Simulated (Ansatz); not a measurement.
Two members of one family (E4), computed with Ansatz in the gas phase; def2 core potentials for Sb, no spin–orbit coupling. Binding counts from free atoms in the multiplicity of their measured ground term, without zero-point energy. A dash marks a value that wasn't run or was left out as unsound. The structures are stationary points that may keep the symmetry of their start. Remarks come from the PBE and PBE0 runs and from stability tests at other levels; not every state was tested. HOMO above LUMO (over both spins in singlets and doublets, within one spin in higher multiplets; at PBE or PBE0), or a gap under 0.15 eV within one spin, warns that the state may not be the lowest or that an electron is smeared out.

First: PAsAsSb tetrahedron (singlet, charge 0, r2SCAN-D4/def2-SVP geometry).

Cartesian coordinates in Å:
```
P -0.253 1.224 -0.696
As -0.396 -1.106 -0.941
As -0.940 -0.015 1.175
Sb 1.590 -0.102 0.462
```

```json
{"level": "PBE-D4/def2-SVP", "HOMO (eV)": "-5.88", "LUMO (eV)": "-2.07", "gap (eV)": "3.81", "vertical IE (eV)": "–", "vertical triplet (eV)": "–", "binding per atom (eV)": "2.80"}
{"level": "PBE-D4/def2-TZVP", "HOMO (eV)": "-5.88", "LUMO (eV)": "-2.15", "gap (eV)": "3.73", "vertical IE (eV)": "8.49", "vertical triplet (eV)": "3.28", "binding per atom (eV)": "2.88"}
{"level": "r2SCAN-D4/def2-TZVP", "HOMO (eV)": "-6.14", "LUMO (eV)": "-2.08", "gap (eV)": "4.05", "vertical IE (eV)": "8.62", "vertical triplet (eV)": "3.23", "binding per atom (eV)": "2.65"}
{"level": "PBE0-D4/def2-SVP", "HOMO (eV)": "-6.83", "LUMO (eV)": "-1.46", "gap (eV)": "5.37", "vertical IE (eV)": "–", "vertical triplet (eV)": "–", "binding per atom (eV)": "2.56"}
{"level": "LC-ωPBE/def2-TZVP", "HOMO (eV)": "-9.03", "LUMO (eV)": "0.32", "gap (eV)": "9.35", "vertical IE (eV)": "–", "vertical triplet (eV)": "–", "binding per atom (eV)": "2.32"}
```

Remarks: gap within one spin near zero at PBE or PBE0 (+1 doublet).

Second: PPSbSb tetrahedron (singlet, charge 0, r2SCAN-D4/def2-SVP geometry).

```tsv
atom	x (Å)	y (Å)	z (Å)
P1	-0.0494	0.3378	-1.3996
P2	-0.7130	1.0998	0.5977
Sb3	-0.8220	-1.4290	0.2718
Sb4	1.5843	-0.0087	0.5300
```

Task: Estimate how these quantities change from the first to the second (second minus first).

Result: 
| level | Δ HOMO (eV) | Δ LUMO (eV) | Δ gap (eV) | Δ vertical IE (eV) | Δ vertical triplet (eV) | Δ binding per atom (eV) |
| --- | --- | --- | --- | --- | --- | --- |
| PBE-D4/def2-SVP | 0.12 | -0.16 | -0.28 | – | – | -0.06 |
| PBE-D4/def2-TZVP | 0.14 | -0.14 | -0.28 | -0.20 | -0.27 | -0.03 |
| r2SCAN-D4/def2-TZVP | 0.16 | -0.12 | -0.28 | -0.22 | -0.30 | -0.06 |
| PBE0-D4/def2-SVP | 0.14 | -0.20 | -0.34 | – | – | -0.06 |
| LC-ωPBE/def2-TZVP | 0.20 | -0.25 | -0.45 | – | – | -0.04 |

Remarks: gap within one spin near zero at PBE or PBE0 (+1 doublet).
